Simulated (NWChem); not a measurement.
AlNH2F2; SMILES [NH2][Al]([F])[F]

```xyz
6

Al    -0.0004    -0.0353     0.0000
F     -1.4295    -0.8694     0.0000
F      1.4099    -0.9007     0.0000
N      0.0195     1.7134     0.0000
H      0.8593     2.2796     0.0000
H     -0.8066     2.2995     0.0000
```
Atoms are numbered in this order, from 1.

Program: NWChem. Geometry optimised at PBE0/def2-SVP; all other runs use it. Pople sets run with spherical d functions. Vzz has the sign of the potential's second derivative.

| quantity | level | value |
|---|---|---|
| Vzz Al1 (a.u.) | Hartree-Fock/cc-pVTZ | 1.070 |
| dipole (D) | PW91/6-31G* | 2.67 |
| charge (e), Mulliken Al1 | B3LYP/def2-SVP | … |
| first 1s excitation (eV), N K edge, unshifted | B3LYP/6-311G**, TDA | … |
| highest harmonic frequency (cm⁻¹) | PBE0/def2-SVP | 3727 |

What belongs in the gaps?


- charge (e), Mulliken Al1, value: 0.97
- first 1s excitation (eV), N K edge, unshifted, value: 386.9
